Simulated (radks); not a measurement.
Values are calculated unless marked as measured or tabulated.
Isoelectronic series with 5 electrons, all held in the configuration [He] 2s2 2p1, which need not be the ground one along the series. Code: a radial shooting solver on a logarithmic mesh with Libxc functionals. Model: non-relativistic Kohn-Sham, LDA (Slater exchange, Perdew-Wang correlation), spin-polarised, spherical densities, point nucleus; open shells are filled with parallel spins first. Total energies (hartree) and orbital eigenvalues (eV) (* marks an orbital that is empty in some or all of the ions):

ion,E (hartree),2p down*,2p up,2s down,2s up
B,-24.35246,-3.0893,-4.0978,-8.6790,-9.8007
N2+,-52.47486,-36.2748,-38.6196,-47.5845,-49.8029
F4+,-91.60675,-97.2693,-100.9144,-114.2201,-117.4756
Al8+,-202.87007,-301.2717,-307.5151,-329.4199,-334.7274
P10+,-274.99973,-444.1485,-451.6946,-477.8769,-484.2099
Cl12+,-358.12806,-614.2501,-623.1013,-653.5524,-660.9120
K14+,-452.25521,-811.5695,-821.7280,-856.4417,-864.8291
Sc16+,-557.38133,-1036.103,-1047.571,-1086.542,-1095.959
V18+,-673.50656,-1287.849,-1300.628,-1343.854,-1354.300
Mn20+,-800.63100,-1566.807,-1580.897,-1628.374,-1639.852
Co22+,-938.75475,-1872.975,-1888.379,-1940.105,-1952.615
Cu24+,-1087.87790,-2206.353,-2223.072,-2279.045,-2292.587
Ga26+,-1248.00050,-2566.941,-2584.976,-2645.194,-2659.770
